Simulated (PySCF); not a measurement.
# Distorted geometries of BiCl3

BiCl3 (singlet). PySCF 2.14.0, RKS r2SCAN, Bi def2-SVP with ECP60, Cl def2-SVP; non-relativistic Hamiltonian with scalar-relativistic core potentials where named; density fitting; no spin-orbit coupling. Relaxed geometry:

```xyz
4

Bi    0.0000    0.0000    0.5263
Cl    2.1745    0.0000   -0.6447
Cl   -1.0873    1.8832   -0.6447
Cl   -1.0873   -1.8832   -0.6447
```

Problem. Order these distorted geometries by energy above the relaxed one, lowest first.
A.
```xyz
4

Bi    0.0279    0.1170    0.5122
Cl    2.2345    0.1821   -0.4988
Cl   -1.2229    1.7298   -0.7008
Cl   -1.0395   -2.0289   -0.7203
```
B.
```xyz
4

Bi   -0.0602   -0.1497    0.3750
Cl    2.2204   -0.1288   -0.6182
Cl   -0.9294    1.9636   -0.6178
Cl   -1.2308   -1.6851   -0.5467
```
C.
```xyz
4

Bi   -0.0596    0.0783    0.7040
Cl    2.2371   -0.0907   -0.8265
Cl   -1.2323    1.8645   -0.6622
Cl   -0.9452   -1.8521   -0.6231
```

Solution. A (0.32 eV), C (0.54 eV), B (1.23 eV).

Problem. Which forces (eV/Å) act in the one that lies 0.54 eV up?

Solution. 
```
Bi   1.15 -0.11 -2.57
Cl  -1.57  0.25  1.34
Cl   0.40 -0.56  0.65
Cl   0.02  0.42  0.58
```
Forces carry noise of the integration grid, about 0.01 to 0.03 eV/Å.

No frequency check is given that shows the relaxed geometry to be a minimum.
